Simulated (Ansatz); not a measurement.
`CCCCCCCCCC[S][Au]` with charge +1. The state is a doublet with charge 1. Geometry PBE-D4/def2-SVP; atoms count from 1.

```
atom    x (Å)    y (Å)    z (Å)
  C1   5.1423   2.2988   1.1863
  C2   3.7031   1.9138   1.5200
  C3   3.0815   1.0458   0.3952
  C4   1.6306   0.6633   0.7159
  C5   1.0058  -0.1591  -0.4274
  C6  -0.4495  -0.5583  -0.1235
  C7  -1.0578  -1.3631  -1.2777
  C8  -2.4428  -1.9688  -0.9756
  C9  -3.5560  -0.9235  -0.8443
 C10  -4.9199  -1.6071  -0.6248
 S11  -6.3459  -0.4912  -0.6970
Au12  -6.0366   1.0224   0.9458
 H13   5.5610   2.9205   2.0101
 H14   5.7974   1.4113   1.0741
 H15   5.2106   2.8973   0.2551
 H16   3.6592   1.3484   2.4753
 H17   3.0792   2.8223   1.6617
 H18   3.1265   1.6032  -0.5654
 H19   3.6973   0.1311   0.2563
 H20   1.5952   0.0823   1.6628
 H21   1.0231   1.5790   0.8862
 H22   1.6154  -1.0717  -0.6034
 H23   1.0410   0.4240  -1.3733
 H24  -1.0438   0.3605   0.0741
 H25  -0.4813  -1.1599   0.8116
 H26  -0.3823  -2.2064  -1.5400
 H27  -1.1113  -0.7287  -2.1895
 H28  -2.3975  -2.5817  -0.0482
 H29  -2.6929  -2.6749  -1.7974
 H30  -3.3647  -0.2392   0.0114
 H31  -3.5974  -0.2937  -1.7582
 H32  -5.1437  -2.3370  -1.4353
 H33  -4.9460  -2.1597   0.3391
```

In the def2 sets Au takes a core potential; there is no spin–orbit coupling. No other spin state of charge 1 was run.

(1) Estimate the Mulliken populations of the heavy atoms from the PBE0/def2-SVP orbitals of Ansatz.

(2) Where does the spin sit?

(3) And the Mayer bond orders between bonded heavy atoms (over 0.3)?

Answers

(1) 
| atom | charge (e) | spin (α − β) | d electrons |
| --- | --- | --- | --- |
| C1 | -0.08 | 0.00 | – |
| C2 | -0.10 | 0.01 | – |
| C3 | -0.09 | 0.01 | – |
| C4 | -0.06 | 0.01 | – |
| C5 | -0.07 | 0.01 | – |
| C6 | -0.09 | 0.01 | – |
| C7 | -0.05 | 0.01 | – |
| C8 | -0.07 | 0.02 | – |
| C9 | -0.10 | 0.04 | – |
| C10 | -0.20 | -0.03 | – |
| S11 | 0.17 | 0.84 | – |
| Au12 | 0.45 | 0.05 | 9.73 |
Mulliken values and Mayer orders depend strongly on the basis.

(2) Summed by element: C 0.08, S 0.84, Au 0.05, H 0.04, of 1 unpaired in all. Largest on single atoms: S11 0.84, Au12 0.05, C9 0.04.

(3) S11–Au12 1.07 (2.25 Å); C1–C2 1.09 (1.53 Å); C2–C3 1.05 (1.55 Å); C3–C4 1.06 (1.53 Å); C4–C5 1.06 (1.54 Å); C5–C6 1.06 (1.54 Å); C6–C7 1.06 (1.53 Å); C7–C8 1.07 (1.54 Å); C8–C9 1.04 (1.53 Å); C9–C10 0.98 (1.54 Å); C10–S11 1.01 (1.81 Å).
